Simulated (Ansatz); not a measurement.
C2H5AlS (`C=[C]([AlH2])S`). The species carries charge 0 and has multiplicity 1.

```xyz
9

C     1.059   -0.984    0.556
C     0.176    0.017    0.428
Al   -0.747    0.219   -1.269
S    -0.121    1.105    1.774
H     1.246   -1.659   -0.273
H     1.625   -1.175    1.466
H    -0.416   -0.812   -2.424
H    -1.790    1.404   -1.431
H    -1.033    1.886    1.173
```

Q: What are the harmonic wavenumbers in cm⁻¹ at PBE0-D4/def2-TZVP (Ansatz, finite differences of forces, unscaled)? (An estimate is asked.)

A: Ansatz gave: 145, 157, 205, 294, 310, 487, 541, 614, 707, 771, 817, 939, 971, 1150, 1431, 1620, 1921, 1938, 2703, 3120, 3207.

Q: Is this a minimum?

A: Yes, all 21 modes are real.

Q: Give the ideal-gas thermochemistry at 298.15 K and 1 bar (rigid rotor, harmonic oscillator; point group Cs, symmetry number 1).

A: Zero-point energy 143.8 kJ/mol; H(298) − E = 163.3 kJ/mol; entropy 329.1 J/(mol·K), of which translation 164.7, rotation 110.3, vibration 54.1; G(298) − E = 65.2 kJ/mol.

Q: And at 400, 500, 600, 800 and 1000 K?

A: 
```csv
T (K),H − E (kJ/mol),S (J/mol/K),G − E (kJ/mol)
400,174.4,360.9,30.0
500,186.7,388.4,-7.5
600,200.2,413.0,-47.6
800,230.1,455.8,-134.6
1000,262.6,492.1,-229.5
```
